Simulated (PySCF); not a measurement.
Ga(Cl)2(OH)(OH2), H₃Cl₂GaO₂, singlet at its B3LYP/def2-SVP optimised geometry (Å):

```
8

Ga    -0.3798    -0.0278     0.0000
Cl    -1.4068    -1.7604    -0.7848
Cl     1.7961    -0.0278     0.0000
O     -1.2161     1.5760     0.0000
H     -1.7961     1.7604    -0.7487
O     -0.6441     0.0537     2.0704
H     -1.0946     0.9215     2.0905
H      0.2111     0.1666     2.5179
```

Calculation: PySCF with B3LYP/def2-TZVP. Cells within 0.4 Å of a nucleus heavier than hydrogen are left out (blank, or x).

Map of the electrostatic potential (hartree/e), clipped to [-0.08, 0.12] on the plane z = 0.0 Å:

```
|3333333332222222222222333333333|
|3333333332222222222222222233333|
|3333333322211112222222222222333|
|3333333322111111122222222222223|
|3333333322100001122222222222222|
|3333333333210000112222222222222|
|3334444457973000112222222222222|
|3334444699999400122222222222222|
|3334445999xx9932222222222222222|
|333334599xxx9964443322222222222|
|3333334799xx9999765444432222222|
|3333333599999999997789986432222|
|3333333469999999999999999743222|
|3333333469999999999999999963222|
|3333334589999xx999999xx99994322|
|3333334599999xxx99999xxx9995322|
|3333334599999xx999999xx99994322|
|3222233589999999999999999974222|
|2222223589999999999999999943222|
|2222224699999999998899997432222|
|2222224999999999975444443222222|
|2222225999999987654322222222222|
|2222225999999965433222111122222|
|2222224999999743332222111222222|
|2222223699997432222222222222222|
|2222222356754222222222222222222|
|2222222233332212222222222222222|
|2222222222222112222222222222222|
|2222222222221122222222222222222|
|2222222222222222222222222222222|
|2222222222222222222222222222222|
```
Scale: ten equal steps from -0.061 (start of '0') to 0.120 (end of '9'), in the order '0123456789'; x runs from -4.00 to 4.00, y from -4.00 (bottom) to 4.00 (top).
